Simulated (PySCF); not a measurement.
Spectrum to structure. The calculation used TDDFT CAM-B3LYP/def2-SVPD, vertical, gas phase, core orbitals frozen in the response in PySCF 2.14.0, density-fitted response routines. Geometries: PBE0-D3(BJ)/def2-SVP, one conformer each.

| state | λ (nm) | f |
| --- | --- | --- |
| S1 | 202.1 | 0.011 |
| S2 | 185.9 | 0.0082 |
| S3 | 183.1 | 0.032 |
| S4 | 181.1 | 0.346 |
| S5 | 179.2 | 0.063 |
| S6 | 176.1 | 0.011 |
| S7 | 172.2 | 0.117 |
| S8 | 169.1 | 0.051 |
| S9 | 166.2 | 0.021 |
| S10 | 163.9 | 0.089 |

Orbital energies (eV): HOMO-3 -10.75, HOMO-2 -9.67, HOMO-1 -8.58, HOMO -8.36, LUMO 0.98, LUMO+1 1.22, LUMO+2 1.28.

Question: Which structure fits? All have the formula C3H11NSi2.
A. `C=CC[Si@H](N)[SiH3]`
B. `CN[SiH2]/C=C/[SiH3]`
C. `CNC1[SiH2]C[SiH2]1`

Answer: A. Its S1, at 6.13 eV, is the highest among the candidates; the nearest of the others has S1 at 5.42 eV. S1 is HOMO-1→LUMO (64%), HOMO→LUMO (17%), HOMO-1→LUMO+1 (9%). Löwdin shares by element: HOMO carbon 64%, silicon 9% or more (atoms not listed hold the other 27%); LUMO silicon 38%, hydrogen 22% or more (atoms not listed hold the other 40%). At the same level the other candidates give, for their lowest levels:
- `CNC1[SiH2]C[SiH2]1`: 229 nm (f 0.002); 198 nm (f 0.010); 191 nm (f 0.003); 186 nm (f 0.014); 185 nm (f 0.003); T1 5.21 eV; HOMO -7.72, LUMO 0.79 eV
- `CN[SiH2]/C=C/[SiH3]`: 229 nm (f 0.004); 209 nm (f 0.006); 197 nm (f 0.017); 185 nm (f 0.449); 183 nm (f 0.193); T1 4.05 eV; HOMO -8.14, LUMO 0.19 eV

Conformer computed: `[CH2:1]=[CH:2][CH2:3][Si@H:4]([NH2:5])[SiH3:6]`: C1–C2–C3–Si4 -110°, C2–C3–Si4–N5 53°, H–N5–Si4–C3 40°, H–N5–Si4–C3 -171°.
Triplets come from the Tamm–Dancoff approximation.
